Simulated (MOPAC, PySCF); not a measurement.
CHNO, SMILES `N#CO`, neutral singlet in the gas phase. 

Cartesian coordinates (Å):
```xyz
4

N      1.5875     0.1308    -0.3177
C      0.4742    -0.0940    -0.1206
O     -0.7561    -0.4144     0.0997
H     -1.3056     0.3776     0.1664
```
Charge 0, multiplicity 1.

All levels are single points at this geometry (PBE0-D3(BJ)/def2-TZVP); Pople sets use spherical d functions. Orbital energies aren't observables, and empty levels follow the basis.

HF/6-31G* in PySCF gives HOMO (eV) = -12.30.

Task: Estimate the HOMO (eV) from each of these levels: PBE-D3(BJ)/def2-TZVP in PySCF; PBE0-D3(BJ)/def2-TZVP in PySCF; B3LYP/3-21G in PySCF; SVWN5/6-31G* in PySCF; HF/STO-3G in PySCF; AM1 in MOPAC; PM3 in MOPAC; PM7 in MOPAC.

Result: 
```tsv
level	HOMO (eV)
PBE-D3(BJ)/def2-TZVP in PySCF	-7.53
PBE0-D3(BJ)/def2-TZVP in PySCF	-9.01
B3LYP/3-21G in PySCF	-8.22
SVWN5/6-31G* in PySCF	-7.31
HF/STO-3G in PySCF	-10.09
AM1 in MOPAC	-12.05
PM3 in MOPAC	-11.82
PM7 in MOPAC	-12.18
```
